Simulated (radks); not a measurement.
Problem. Radial electron density D(r) = 4 pi r^2 rho(r) of an atom or ion with 28 electrons. Calculated with a radial shooting solver on a logarithmic mesh with Libxc functionals: scalar-relativistic Kohn-Sham, r2SCAN, spin-unpolarised, spherical densities, finite nucleus; meta-GGA in the generalised Kohn-Sham scheme; Fermi nuclear charge, rms radius of each element as measured or else 0.836 A^(1/3) + 0.57 fm.

```
   r/bohr * D(r) (the largest magnitude, 41.8, reaches the edge; | marks zero)
 0.001946 |*
 0.002658 | *
 0.003632 |   *
 0.004922 |     *
 0.006724 |         *
 0.009186 |               *
  0.01245 |                       *
  0.01701 |                                *
  0.02324 |                                          *
  0.03149 |                                               *
  0.04302 |                                              *
  0.05877 |                                        *
  0.07965 |                                      *
   0.1088 |                                             *
   0.1487 |                                                      *
   0.2015 |                                                 *
   0.2752 |                               *
    0.376 |                        *
   0.5096 |                              *
   0.6962 |                            *
   0.9512 |               *
    1.289 |     *
    1.761 |*
    2.406 *
    3.261 *
    4.455 *
    6.086 *
    8.248 *
    11.27 *
    15.39 *
    20.86 *
```

What is the nuclear charge?

Solution. Z = 30. The innermost maximum, from 1s, lies near gamma/Z bohr with gamma = sqrt(1 - (Z/c)^2) = 0.976, here 0.0325 bohr (found: 0.0352), and its height grows with Z. The density is that of the zinc ion Zn2+ in [Ar] 3d9 6p1; the configuration itself is not fixed sharply by these data, and Z only to about a unit. D(r) has 5 maxima, at r = 0.0352, 0.160, 0.570, 4.28, 9.83 bohr, and minima at 0.0753, 0.358, 3.08 bohr, inside which lie 2.10, 10.88, 27.04 electrons.
